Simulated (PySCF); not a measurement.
acetylene (C$_{2}$H$_{2}$), singlet, at a GFN2-xTB geometry; DF-B3LYP/def2-TZVPD run with PySCF.

PySCF was given this input:
```python
from pyscf import gto, scf, dft
import numpy

mol = gto.M(
    atom='''
C    -0.00000000   -0.00000000   -0.59686216
C     0.00000000    0.00000000    0.59686216
H     0.00000000    0.00000000    1.64657465
H    -0.00000000   -0.00000000   -1.64657465
''',
    basis='def2-tzvpd',
    verbose=4,
    cart=True,
)
print('smallest overlap eigenvalue', numpy.linalg.eigvalsh(mol.intor('int1e_ovlp'))[0])

mf = dft.RKS(mol)
mf.xc = 'b3lyp'
mf = mf.density_fit(auxbasis='def2-universal-jkfit')
mf.kernel()
```

The log (banner, timings and long lists left out):

```
PySCF version 2.14.0

[INPUT] verbose = 4
[INPUT] num. atoms = 4
[INPUT] num. electrons = 14
[INPUT] charge = 0
[INPUT] spin (= nelec alpha-beta = 2S) = 0
[INPUT] symmetry False subgroup None
[INPUT] Mole.unit = angstrom
[INPUT] Cartesian GTO integrals (6d 10f)
[INPUT] Symbol           X                Y                Z      unit          X                Y                Z       unit  Magmom
[INPUT]  1 C      0.000000000000   0.000000000000  -0.596862160000 AA    0.000000000000   0.000000000000  -1.127906016516 Bohr   0.0
[INPUT]  2 C      0.000000000000   0.000000000000   0.596862160000 AA    0.000000000000   0.000000000000   1.127906016516 Bohr   0.0
[INPUT]  3 H      0.000000000000   0.000000000000   1.646574650000 AA    0.000000000000   0.000000000000   3.111575132152 Bohr   0.0
[INPUT]  4 H      0.000000000000   0.000000000000  -1.646574650000 AA    0.000000000000   0.000000000000  -3.111575132152 Bohr   0.0

nuclear repulsion = 24.9993978384248
number of shells = 36
number of NR pGTOs = 138
number of NR cGTOs = 104
basis = def2-tzvpd
ecp = {}
smallest overlap eigenvalue 6.75862397521755e-07

******** <class 'pyscf.df.df_jk.DFRKS'> ********
method = DFRKS
initial guess = minao
damping factor = 0
level_shift factor = 0
DIIS = <class 'pyscf.scf.diis.CDIIS'>
diis_start_cycle = 1
diis_space = 8
diis_damp = 0
SCF conv_tol = 1e-09
SCF conv_tol_grad = None
SCF max_cycles = 50
direct_scf = False
XC library pyscf.dft.libxc version 7.1.2
    S. Lehtola, C. Steigemann, M. J. T. Oliveira, and M. A. L. Marques,  SoftwareX 7, 1–5 (2018)
XC functionals = b3lyp
    P. J. Stephens, F. J. Devlin, C. F. Chabalowski, and M. J. Frisch,  J. Phys. Chem. 98, 11623 (1994)
radial grids:
    Treutler-Ahlrichs [JCP 102, 346 (1995); DOI:10.1063/1.469408] (M4) radial grids

becke partition: Becke, JCP 88, 2547 (1988); DOI:10.1063/1.454033
pruning grids: <function nwchem_prune>
grids dens level: 3
symmetrized grids: False
atomic radii adjust function: <function treutler_atomic_radii_adjust>
small_rho_cutoff = 0
Set gradient conv threshold to 3.16228e-05
Initial guess from minao.
tot grids = 47856
******** <class 'pyscf.df.df.DF'> ********
auxbasis = def2-universal-jkfit
init E= -77.4704001415093

WARN: 1 small eigenvectors of overlap matrix removed because of linear dependency between AOs.

  HOMO = -0.350308905333006  LUMO = -0.0410406460700844  gap/eV = 8.41562
cycle= 1 E= -77.334084574741  delta_E= 0.136  |g|= 0.354  |ddm|= 4.39
  HOMO = -0.229948557094706  LUMO = 0.0219400846324844  gap/eV = 6.85424
cycle= 2 E= -77.3323703018189  delta_E= 0.00171  |g|= 0.353  |ddm|= 0.713
  HOMO = -0.305289026927007  LUMO = 0.0136608832578713  gap/eV = 8.67907
cycle= 3 E= -77.3655366476603  delta_E= -0.0332  |g|= 0.0146  |ddm|= 0.329
  HOMO = -0.301644232049242  LUMO = 0.0155877325550276  gap/eV = 8.63232
cycle= 4 E= -77.3655920912203  delta_E= -5.54e-05  |g|= 0.00192  |ddm|= 0.0315
  HOMO = -0.301859459654844  LUMO = 0.0155334733350472  gap/eV = 8.63670
cycle= 5 E= -77.3655927980388  delta_E= -7.07e-07  |g|= 5.96e-05  |ddm|= 0.00199
  HOMO = -0.301858522033772  LUMO = 0.0155347689211953  gap/eV = 8.63671
cycle= 6 E= -77.3655927988793  delta_E= -8.4e-10  |g|= 5.76e-06  |ddm|= 0.000287
  HOMO = -0.301856705567858  LUMO = 0.015534980311271  gap/eV = 8.63667
Extra cycle  E= -77.3655927988844  delta_E= -5.12e-12  |g|= 4.24e-06  |ddm|= 2.05e-05
converged SCF energy = -77.3655927988844
```
